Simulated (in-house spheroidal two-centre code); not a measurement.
Computed with a spheroidal two-centre code. Model: one electron and two fixed point charges, non-relativistic, separated in prolate spheroidal coordinates (energies exact to about nine digits).

With r1 and r2 the distances to the charges and R their separation, ξ = (r1 + r2)/R and η = (r1 − r2)/R; m is the angular momentum about the axis. The force apart is −d(total energy)/dR, and minima and barriers are those of the total energy. The separation constant A is the eigenvalue of −d/dη(1−η²)d/dη + m²/(1−η²) − p²η² − R(Z2−Z1)η, with p² = −E R²/2 and E the electronic energy.

Command:
```bash
python run_two.py task.json out
```
Settings:
```
Z1                     1
Z2                     2.55
xi_nodes               0
eta_nodes              0
m                      3
```

Time taken, with all properties: 0.8 s on 1 thread of Intel(R) Xeon(R) Processor @ 2.30GHz (shared host).

**Energy curve, total energy includes the repulsion of the charges.**

Given: first charge 1; second charge 2.55; united atom label 4f phi; nodes in ξ 0; nodes in η 0.

Computed: united atom energy -0.39383 hartree.

```tsv
distance (bohr)	electronic energy (hartree)	total energy (hartree)	kinetic energy (hartree)	force apart (hartree/bohr)
0.726	-0.391777691	3.120619	0.38777	4.8325
0.973	-0.390211755	2.23054878	0.38327	2.6864
1.3	-0.387567037	1.57397143	0.37589	1.4999
1.75	-0.383054634	1.07408822	0.36387	0.82169
2.34	-0.376046934	0.713696656	0.34649	0.45307
3.14	?	?	?	?
4.2	-0.351040805	0.256102052	0.29461	0.13112
5.63	-0.332741834	0.120188894	0.26502	0.06842
7.04	-0.317013403	0.0452025058	0.24472	0.041183
8.45	-0.303748067	-0.00197291893	0.23127	0.027135
9.86	-0.29271656	-0.0340958703	0.22259	0.019117
11.3	-0.28339201	-0.0577282932	0.21692	0.014088
12.7	-0.275854083	-0.0750666811	0.21334	0.010888
14.1	-0.269520186	-0.0886691221	0.21093	0.0086711
15.5	-0.264147907	-0.0996317776	0.20925	0.0070719
16.9	-0.259546925	-0.108659351	0.20803	0.00588
18.3	-0.255569619	-0.116225357	0.20713	0.0049673
19.7	-0.252101537	-0.122659912	0.20644	0.0042528
21.1	-0.249053427	-0.128200347	0.20591	0.0036827
22.5	?	?	?	?
23.9	-0.243950739	-0.137256178	0.20515	0.0028406
25.4	-0.241650236	-0.141256535	0.20486	0.0025039
26.8	-0.239722124	-0.14457287	0.20463	0.0022411
28.2	-0.237975432	-0.1475499	0.20445	0.0020177
29.6	-0.23638602	-0.150237371	0.2043	0.0018263
31	-0.234933801	-0.152675736	0.20417	0.001661
32.4	-0.233601932	-0.154898228	0.20406	0.0015173
33.8	-0.232376193	-0.156932406	0.20396	0.0013915
39.8	-0.228069899	-0.163999547	0.20369	0.00099716
46.8	-0.224408267	-0.169921087	0.20351	0.00071771
55	-0.221283239	-0.174919603	0.2034	0.00051777
64.7	-0.218595727	-0.179183053	0.20332	0.00037313
76.1	-0.216304344	-0.182795803	0.20328	0.00026917
89.6	-0.214339472	-0.185879651	0.20325	0.00019387
105	-0.212711673	-0.188425958	0.20323	0.00014102
124	-0.21125831	-0.190693794	0.20322	0.00010103
```

**Question.** What belongs in the row 3.14?

**Answer.** electronic energy (hartree): -0.365472297; total energy (hartree): 0.446629613; kinetic energy (hartree): 0.32278; force apart (hartree/bohr): 0.24503.

**Question.** What belongs in the row 22.5?

**Answer.** electronic energy (hartree): -0.246355085; total energy (hartree): -0.133021752; kinetic energy (hartree): 0.20548; force apart (hartree/bohr): 0.0032206.

**Where the electron sits, z along the axis from the midpoint, the separation constant A tends to l(l+1) at zero distance; at short distance the term in R(Z2−Z1)η can raise or lower it, and at long distance it falls (p² = -ER²/2).**

```json
{"distance (bohr)": "0.225", "mean z squared (bohr²)": "3.1818", "mean squared distance from axis (bohr²)": "25.424", "separation constant": "11.997", "mean z towards second charge (bohr)": "0.049175"}
{"distance (bohr)": "0.405", "mean z squared (bohr²)": "3.1993", "mean squared distance from axis (bohr²)": "25.494", "separation constant": "11.991", "mean z towards second charge (bohr)": "0.088734"}
{"distance (bohr)": "0.726", "mean z squared (bohr²)": "3.2552", "mean squared distance from axis (bohr²)": "25.716", "separation constant": "11.971", "mean z towards second charge (bohr)": "0.16031"}
{"distance (bohr)": "1.3", "mean z squared (bohr²)": "3.4328", "mean squared distance from axis (bohr²)": "26.388", "separation constant": "11.907", "mean z towards second charge (bohr)": "0.2939"}
{"distance (bohr)": "2.34", "mean z squared (bohr²)": "4.0054", "mean squared distance from axis (bohr²)": "28.281", "separation constant": "11.696", "mean z towards second charge (bohr)": "0.5651"}
{"distance (bohr)": "4.2", "mean z squared (bohr²)": "?", "mean squared distance from axis (bohr²)": "?", "separation constant": "?", "mean z towards second charge (bohr)": "?"}
{"distance (bohr)": "7.04", "mean z squared (bohr²)": "11.85", "mean squared distance from axis (bohr²)": "39.12", "separation constant": "9.0266", "mean z towards second charge (bohr)": "2.4688"}
{"distance (bohr)": "9.86", "mean z squared (bohr²)": "22.577", "mean squared distance from axis (bohr²)": "43.443", "separation constant": "5.716", "mean z towards second charge (bohr)": "4.028"}
{"distance (bohr)": "12.7", "mean z squared (bohr²)": "38.483", "mean squared distance from axis (bohr²)": "45.846", "separation constant": "0.8117", "mean z towards second charge (bohr)": "5.6607"}
{"distance (bohr)": "15.5", "mean z squared (bohr²)": "58.66", "mean squared distance from axis (bohr²)": "47.107", "separation constant": "-5.6466", "mean z towards second charge (bohr)": "7.2311"}
{"distance (bohr)": "18.3", "mean z squared (bohr²)": "82.915", "mean squared distance from axis (bohr²)": "47.815", "separation constant": "-13.73", "mean z towards second charge (bohr)": "8.7529"}
{"distance (bohr)": "21.1", "mean z squared (bohr²)": "111.09", "mean squared distance from axis (bohr²)": "48.24", "separation constant": "-23.434", "mean z towards second charge (bohr)": "10.239"}
{"distance (bohr)": "23.9", "mean z squared (bohr²)": "143.13", "mean squared distance from axis (bohr²)": "48.509", "separation constant": "-34.752", "mean z towards second charge (bohr)": "11.701"}
{"distance (bohr)": "26.8", "mean z squared (bohr²)": "180.37", "mean squared distance from axis (bohr²)": "48.694", "separation constant": "-48.17", "mean z towards second charge (bohr)": "13.197"}
{"distance (bohr)": "29.6", "mean z squared (bohr²)": "220.27", "mean squared distance from axis (bohr²)": "48.815", "separation constant": "-62.759", "mean z towards second charge (bohr)": "14.631"}
{"distance (bohr)": "32.4", "mean z squared (bohr²)": "264.03", "mean squared distance from axis (bohr²)": "48.902", "separation constant": "-78.951", "mean z towards second charge (bohr)": "16.058"}
{"distance (bohr)": "39.8", "mean z squared (bohr²)": "398.36", "mean squared distance from axis (bohr²)": "49.037", "separation constant": "-129.44", "mean z towards second charge (bohr)": "19.804"}
{"distance (bohr)": "55", "mean z squared (bohr²)": "759.58", "mean squared distance from axis (bohr²)": "49.142", "separation constant": "-268.13", "mean z towards second charge (bohr)": "27.449"}
{"distance (bohr)": "76.1", "mean z squared (bohr²)": "?", "mean squared distance from axis (bohr²)": "?", "separation constant": "?", "mean z towards second charge (bohr)": "?"}
{"distance (bohr)": "105", "mean z squared (bohr²)": "2760.9", "mean squared distance from axis (bohr²)": "49.201", "separation constant": "-1055.8", "mean z towards second charge (bohr)": "52.486"}
```

**Question.** What belongs in the row 4.2?

**Answer.** mean z squared (bohr²): 5.9169; mean squared distance from axis (bohr²): 32.68; separation constant: 11.002; mean z towards second charge (bohr): 1.1803.

**Question.** What belongs in the row 76.1?

**Answer.** mean z squared (bohr²): 1451.9; mean squared distance from axis (bohr²): 49.184; separation constant: -538.55; mean z towards second charge (bohr): 38.023.
